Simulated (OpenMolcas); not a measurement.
# Mo4+: moving the ligands

Mo4+ with 6 ligands (water) in octahedral coordination (Th) at 2.01 Å. Ligand basis ANO-RCC-VDZP.
```
Mo    0.0000    0.0000    0.0000
O     2.0100    0.0000    0.0000
H     2.5870    0.7797    0.0000
H     2.5870   -0.7797    0.0000
O     0.0000    2.0100    0.0000
H     0.0000    2.5870    0.7797
H     0.0000    2.5870   -0.7797
O    -2.0100    0.0000    0.0000
H    -2.5870    0.7797    0.0000
H    -2.5870   -0.7797    0.0000
O     0.0000   -2.0100    0.0000
H     0.0000   -2.5870    0.7797
H     0.0000   -2.5870   -0.7797
O     0.0000    0.0000    2.0100
H     0.7797    0.0000    2.5870
H    -0.7797    0.0000    2.5870
O     0.0000    0.0000   -2.0100
H     0.7797    0.0000   -2.5870
H    -0.7797    0.0000   -2.5870
```

```
Program             : OpenMolcas
Method              : CASSCF
Basis               : ANO-RCC-VTZP [7s6p4d2f1g]
Scalar Hamiltonian  : DKH2, point nucleus
Active space        : 2 electrons in 5 orbitals (4d)
State averaging     : 2S+1 = 3 even, 10 roots; 2S+1 = 1 even, 15 roots
Spin-orbit coupling : state interaction with AMFI integrals over the reference wave functions
```

Runs around this geometry, states (labels of O, taken over from Oh, the nearest higher group). Energies in cm-1 above the lowest state or level, χT in cm3 K/mol; under a threefold ground state the first gap can be a small split of the lowest multiplet, not the spin-orbit step; 10Dq and B are least-squares fits to the states below 45000 cm-1, weighted by degeneracy, with a free offset, and given where the rms deviation is under 5 % of |10Dq| (or 100 cm-1) and under 700 cm-1.

```
R (Å)  Ground state  First state of that spin   10Dq  B (rms of fit)  First gap with spin-orbit (degeneracies)  χT at 300 K  First state of another spin
 1.96           3T1                 3T2 35612  37314        708 (91)                               20.1 (2, 3)        0.418                    1T2 10111
 2.01           3T1                 3T2 31471  32793       728 (181)                               24.1 (2, 3)        0.405                    1T2 10300
 2.06           3T1                 3T2 27845  29060       732 (179)                               28.6 (2, 3)        0.392                    1T2 10472
```

Taking |10Dq| as R^-n, n = -ln(29060 / 37314) / ln(2.06 / 1.96) = 5.0 between the shortest and longest distance. The point-charge formula for a cubic d site gives n = 5.

An orbital triplet at a regular site is open to Jahn-Teller coupling, which can distort the site and quench the lowest spin-orbit gaps and is left out. Without dynamic correlation the repulsion within the d shell is too large (B by tens of per cent), so at a given field states of lower spin stand too high. With metal d orbitals alone the field can be off either way by tens of per cent. Ligand-to-metal charge-transfer states are missing. With no ligand orbital active B as a rule stays too high, so bands that hang on it stand too high and its fall with covalency is understated. The least metal-like active orbital is 76 % on the metal (Löwdin) and no ligand orbital is active, so the numbers are rough (holds for R = 1.96). The least metal-like active orbital is 77 % on the metal (Löwdin) and no ligand orbital is active, so the numbers are rough (holds for R = 2.01). The least metal-like active orbital is 78 % on the metal (Löwdin) and no ligand orbital is active, so the numbers are rough (holds for R = 2.06). No measured value stands beside these numbers; the geometry was imposed, not optimised, and the real ion may take another.
